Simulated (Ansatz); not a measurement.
`NCB(N)O` and `NB(O)CF` differ in one atom or group.

Ansatz, PBE0-D4/def2-TZVP geometries, multiplicity 1. Each molecule was computed in one conformer, which needn't be the lowest.

```json
{"property": "LUMO energy (B3LYP/def2-TZVPP) / eV", "`NCB(N)O`": "0.42"}
{"property": "size of the dipole moment (PBE/def2-TZVPP) / D", "`NCB(N)O`": "2.33"}
{"property": "size of the dipole moment (ωB97M-V/def2-TZVPP) / D", "`NCB(N)O`": "2.42"}
{"property": "HOMO–LUMO gap (PBE0/def2-TZVPP) / eV", "`NCB(N)O`": "7.87"}
{"property": "HOMO energy (PBE0/def2-TZVPP) / eV", "`NCB(N)O`": "-7.10"}
{"property": "HOMO energy (B3LYP/def2-TZVPP) / eV", "`NCB(N)O`": "-6.88"}
```

Task: What does the change do to each property? (Best estimate.)

Result: Computed: 
```json
{"property": "LUMO energy (B3LYP/def2-TZVPP) / eV", "`NB(O)CF`": "0.22", "shift": "-0.20"}
{"property": "size of the dipole moment (PBE/def2-TZVPP) / D", "`NB(O)CF`": "2.62", "shift": "0.29"}
{"property": "size of the dipole moment (ωB97M-V/def2-TZVPP) / D", "`NB(O)CF`": "2.67", "shift": "0.25"}
{"property": "HOMO–LUMO gap (PBE0/def2-TZVPP) / eV", "`NB(O)CF`": "8.63", "shift": "0.76"}
{"property": "HOMO energy (PBE0/def2-TZVPP) / eV", "`NB(O)CF`": "-8.03", "shift": "-0.93"}
{"property": "HOMO energy (B3LYP/def2-TZVPP) / eV", "`NB(O)CF`": "-7.78", "shift": "-0.90"}
```

With PBE0 the HOMO falls by 0.93 eV and the LUMO falls by 0.17 eV, so the gap widens by about 0.76 eV. PBE moves the HOMO by -0.92 eV and ωB97M-V by -0.94 eV. Dipoles are sizes alone; their direction can turn.

B3LYP here is the variant with VWN-RPA as its local correlation; programs differ in this.
